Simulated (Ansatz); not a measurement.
H2Si2 (SMILES [Si]=[SiH2]) moved off its minimum; all values from Ansatz (a quantum-chemistry and plane-wave program), cores frozen in correlated methods.
(charge 0, multiplicity 1)
```xyz
4

Si    -1.06963     0.13079     0.05797
Si     1.21032    -0.04224    -0.15802
H     -1.82006     1.28356    -0.24027
H     -1.70509    -0.99762     1.01461
```

Task: Give the forces (eV/Å), the total energy and the dipole at CCSD(T)/aug-cc-pV(T+d)Z.

Result: 
```csv
atom,Fx,Fy,Fz
Si1,1.604,-2.498,1.241
Si2,-0.997,0.072,0.041
H3,-1.038,1.156,-0.256
H4,0.431,1.270,-1.025
```
Energy -579.2001 hartree, dipole 0.34 D.

Doubts at one or more of the structures used: a restricted determinant that unrestricted orbitals would lower (CCSD(T)/aug-cc-pV(T+d)Z).
